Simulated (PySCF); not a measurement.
This PySCF input asks for the NMR shieldings of `InChI=1S/C5H8OSi/c1-2-7-4-3-5(7)6/h3-4,7H,2H2,1H3/t7-/m0/s1`; the geometry comes from GFN2-xTB.

```python
import basis_set_exchange as bse
import numpy as np
from pyscf import gto, dft
from pyscf.prop import nmr

atoms = """
C     2.289873   -0.438423   -0.523803
C     1.044938    0.376359   -0.868601
Si   -0.173705    0.485079    0.586897
C    -1.966259    0.998136    0.190365
C    -2.539563   -0.175340    0.505825
C    -1.390759   -1.008587    0.920034
O    -1.349100   -2.149959    1.303731
H     2.820290    0.004268    0.315822
H     2.018699   -1.456119   -0.254520
H     2.970841   -0.478658   -1.371956
H     0.554332   -0.072772   -1.734770
H     1.348529    1.381369   -1.168603
H     0.429263    1.131589    1.755159
H    -2.483859    1.878366   -0.155713
H    -3.577933   -0.467319    0.478221
"""
names = dict.fromkeys(["C", "Si", "O", "H"], "pcSseg-1")
basis = {el: gto.basis.parse(bse.get_basis(n, elements=[el], fmt="nwchem")) for el, n in names.items()}
mol = gto.M(atom=atoms, basis=basis, charge=0, verbose=0)
mf = dft.RKS(mol, xc="PBE0")
mf.grids.level = 2
mf.grids.alignment = dft.numint.BLKSIZE   # the property module wants whole blocks of grid points
mf.conv_tol = 1e-9
mf.kernel()

calc = nmr.RKS(mf)   # GIAO
C = mf.mo_coeff
Co = C[:, mf.mo_occ > 0]
resp = mf.gen_response(singlet=True, hermi=2)
def vind(x):   # induced exchange potential for any number of trial vectors
    d = np.einsum("pi,xij,qj->xpq", C, 2 * x.reshape(-1, C.shape[1], Co.shape[1]), Co, optimize=True)
    return np.einsum("xpq,pi,qj->xij", resp(d - d.transpose(0, 2, 1)), C, Co, optimize=True).ravel()
mo1, _ = nmr.rhf.solve_mo1(calc, with_cphf=vind)
sigma = calc.kernel(mo1)
for i, s in enumerate(sigma):   # ppm
    print("%2d %-2s %9.2f" % (i, mol.atom_pure_symbol(i), np.trace(s) / 3))
```

Question: What are the results?

Answer: 
```
 0 C     177.58
 1 C     175.80
 2 Si    333.82
 3 C      -4.11
 4 C      13.39
 5 C     -38.61
 6 O    -429.96
 7 H      30.73
 8 H      30.56
 9 H      30.27
10 H      30.57
11 H      30.53
12 H      26.27
13 H      22.30
14 H      24.18
```

These numbers come from an equivalent density-fitted implementation of the same equations, which agrees with the script to about 0.01 ppm for H and up to a few tenths of a ppm for heavy atoms, so last digits may differ.

Question: Turn these shieldings into chemical shifts. References, each an isolated molecule treated in the same way: 13C (186.93 ppm), 29Si (349.16 ppm), 1H (31.72 ppm) vs TMS; H2O for 17O (336.08 ppm).

Answer: Averaging equivalent atoms: C 5: 225.5; C 3: 191.0; C 4: 173.5; C 1: 11.1; C 0: 9.3; Si 2: 15.3; O 6: 766.0; H 13: 9.42; H 14: 7.54; H 12: 5.45; H 7/8/9: 1.20; H 11: 1.19; H 10: 1.15 ppm. Unscaled 17O shifts of doubly bonded oxygen tend to come out too high, by tens of ppm or more. Experimental scales use liquid or dissolved standards, which lie at an offset from isolated H2O (liquid H2O: subtract about 36 ppm).

Size and cost of the density-fitted run: 166 basis functions, 23 s wall time on 1 thread of an Arm Neoverse V2, shared host; peak memory 0.75 GiB.
